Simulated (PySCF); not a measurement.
# Cd³⁰⁺: ionisation energy

Cd³⁰⁺ [Ar] (1S) → Cd³¹⁺ [Ne] 3s2 3p5 (2P), as a difference of total energies. Calculation: PySCF 2.14, in an uncontracted even-tempered set (16 s from 4.4 bohr⁻², ratio 2.5; 11 p from 5.7 bohr⁻², ratio 2.5; 5 d from 27 bohr⁻², ratio 2.7; 4 f from 41 bohr⁻², ratio 2.7); no relativity, point nucleus. Correlated levels: outer shells: 1s2 frozen; virtual orbitals above 40 to 60 times the deepest correlated orbital energy dropped. The calculations carry no spin-orbit coupling.

| method | ionisation energy (eV) |
| --- | --- |
| UHF | 1845.8 |
| MP2 (outer shells) | 1846.7 |
| SCS-MP2 (outer shells) | 1846.5 |
| CCSD (outer shells) | 1846.6 |
| CCSD(T) (outer shells) | 1846.6 |

A first-order spin-orbit estimate (lowest level to lowest level, LS coupling) adds -12.087 eV.

All relativistic terms are absent from these numbers, so their closeness to the reference says little about the methods.

For comparison: 1852 ± 5 eV (semi-empirical (NIST evaluation); NIST Atomic Spectra Database, ionization energies).
